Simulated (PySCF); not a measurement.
**C₆ coefficients of unlike pairs at PBE0**

Calculated with PySCF 2.14 from the dipole response of each species, C₆(A,B) = (3/π) ∫ α_A(iu) α_B(iu) du, in atomic units, from isotropic polarisabilities. For ions this is the dispersion term alone; charge-induced terms of lower order in 1/R come first.

| species | configuration | basis | relativity | α (bohr³) | C₆ (like pair) |
| --- | --- | --- | --- | --- | --- |
| Ir³⁺ | [Xe] 4f14 5d6 (5D) | def2-TZVPPD with the def2 core potential (60 electrons) (6s5p3d2f1g) | core potential | 6.267 | 35.45 |
| Al³⁺ | [Ne] (1S) | aug-cc-pV(T+d)Z with one added diffuse shell each of s, p, d, f type (7s6p5d3f) | none | 0.2626 | 0.2288 |
| Ar | [Ar] (1S) | aug-cc-pVQZ-DK (7s6p4d3f2g) | spin-free X2C | 11.35 | 66.40 |
| Pb | [Xe] 4f14 5d10 6s2 6p2 (3P) | aug-cc-pVDZ-PP with ECP60MDF (5s4p3d) | core potential | 63.48 | 707.2 |

Q: Estimate C₆ for Pb with Ir³⁺.

A: The integral gives 122.6. The combination rule 2 C_A C_B / (C_A α_B/α_A + C_B α_A/α_B) gives 116.9 and the geometric mean 158.4.

No spin-orbit coupling is included, so Pb, close to jj coupling, stand for model states.

The other pairs:

```
      pair     C₆
Al³⁺, Ir³⁺  2.436
  Ar, Al³⁺  2.768
  Pb, Al³⁺  6.166
    Pb, Ar  194.4
  Ar, Ir³⁺  46.61
```
